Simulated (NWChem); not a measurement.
**Total energies of selenium dioxide (O2Se)**

SMILES: O=[Se]=O
```xyz
3

O      1.3523     0.0000    -0.5852
Se     0.0000     0.0000     0.2754
O     -1.3523     0.0000    -0.5852
```
Charge 0, spin multiplicity 1.

Everything below was run with NWChem. The geometry was optimised at PBE0/def2-SVP, a minimum by its harmonic frequencies.

Basis set: 3-21G (40 functions).

| method | total energy (Ha) |
|---|---|
| RHF | -2537.20967 |
| MP2 | -2537.58173 |
| B2PLYP | -2539.09835 |
| PBE | -2539.18669 |
| B3LYP | -2539.70921 |
| BHandHLYP | -2539.56976 |
| CCSD(T) | -2537.57936 |

Total energies of different functionals aren't comparable as a measure of quality: only differences taken within one method are. 

The Hamiltonian is non-relativistic. The correlated methods keep 11 core orbitals frozen. B3LYP has NWChem's definition, with VWN1-RPA local correlation. No row is a measurement; the coupled-cluster row has its own basis-set and correlation limits.
